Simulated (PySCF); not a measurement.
How methods differ on the ionisation energy of K⁺

K⁺ [Ar] (1S) → K²⁺ [Ne] 3s2 3p5 (2P), as a difference of total energies. All numbers are calculated (PySCF 2.14, the non-relativistic Hamiltonian (point nucleus), in def2-TZVP). Correlated levels: valence: [Ne] 3s2 frozen. The calculations carry no spin-orbit coupling.

| method | ionisation energy (eV) |
| --- | --- |
| UHF | 30.504 |
| r2SCAN | 31.724 |
| M06-2X | 31.745 |
| MP2 (valence) | 31.673 |
| SCS-MP2 (valence) | 31.609 |
| CCSD (valence) | 31.634 |
| CCSD(T) (valence) | 31.647 |

How much does correlation contribute at CCSD(T) (valence)?

31.647 − (30.504) = 1.143 eV, measured against UHF.

These non-relativistic numbers lack the scalar-relativistic shift.

The reference lies between the lowest fine-structure levels, while these numbers refer to the centres of the terms.

Errors of the correlated levels include the incompleteness of this basis and the frozen core.

For comparison: 31.625 eV (measured; NIST Atomic Spectra Database, ionization energies).
